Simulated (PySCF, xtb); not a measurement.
C5H6O2, SMILES C#C[C@@H]1[C@H](O)[C@@H]1O.

The structure is a stationary point at PBE0-D3(BJ)/def2-SVP. The structure was generated by enumeration; whether it is a known compound was not checked. One conformer was computed; it need not be the lowest.

These are C-PCM-M06-2X/def2-SVP run with PySCF values and carry that method's errors.

The values are the electrostatic part of the solvation free energy, E(continuum) − E(gas) at the gas-phase geometry, in a cavity of scaled van der Waals radii (PySCF's table); cavitation and dispersion terms are not included. In vacuum the orbital gap is 9.85 eV. The dipole moment in vacuum is 2.06 D.

```json
[
 {"solvent": "water", "ε": "78.36", "ΔG(elec) (kcal/mol)": "-7.9", "dipole (D)": "2.61", "gap (eV)": "9.97"},
 {"solvent": "dichloromethane", "ε": "8.93", "ΔG(elec) (kcal/mol)": "-7.0", "dipole (D)": "2.54", "gap (eV)": "9.96"},
 {"solvent": "1-octanol", "ε": "9.86", "ΔG(elec) (kcal/mol)": "-7.1", "dipole (D)": "2.55", "gap (eV)": "9.96"}
]
```

For comparison, GFN2-xTB/ALPB(water) (xtb, at the GFN2-xTB geometry, all terms of that model) gives -6.9 kcal/mol.
